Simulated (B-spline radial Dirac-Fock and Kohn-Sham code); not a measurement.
## What relativity does to the binding energies of Eu¹⁷⁺

System: Eu¹⁷⁺, configuration [Kr] 4d10.

Both columns are ΔSCF binding energies of the configuration average from a radial B-spline solver: non-relativistic Hartree-Fock with a point nucleus, and Dirac-Fock with a finite nucleus and the Coulomb interaction alone, averaged over the two j levels with weights 2j+1.

```csv
shell,Hartree-Fock (eV),Dirac-Fock (eV),shift (eV),shift (%)
1s,46345.6,49136.6,+2791.04,+6.02
2s,7782.4,8497.8,+715.35,+9.19
2p,7398.6,7625.0,+226.35,+3.06
3s,2062.4,2229.9,+167.47,+8.12
3p,1891.9,1950.4,+58.51,+3.09
3d,1577.8,1563.9,-13.82,-0.88
4s,720.0,763.6,+43.59,+6.05
4p,650.1,665.2,+15.12,+2.33
4d,523.6,521.0,-2.53,-0.48
```

Relativity binds 1s, 2s, 2p, 3s, 3p, 4s, 4p more strongly, among those listed most of all 2s in relative terms, and 3d, 4d more weakly, because the contracted s and p shells screen the nucleus better.

Values without a named source are computed, but for edge energies of neutral atoms, which are taken from tables.
